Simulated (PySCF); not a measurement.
Delta-SCF ions had no search for a lower state. 

## H$_{3}$In, SMILES `[InH3]` (charge 0, multiplicity 1)

The numbers are results of PySCF with PBE0-D4/def2-TZVP, not measurements.

* **HOMO**: -8.17 eV
* **dipole moment**: 0.000 e·Å
* **HOMO–LUMO gap**: 6.28 eV
* **LUMO**: -1.90 eV
* **vertical ionisation energy (Delta-SCF)**: 10.53 eV
* **total energy**: -191.8863 Ha
* **cost**: very roughly 11 core-seconds

```xyz
4

In     0.0000     0.0000     0.0000
H     -0.1559     1.7173    -0.0152
H     -1.4079    -0.9940    -0.0582
H      1.5637    -0.7232     0.0734
```
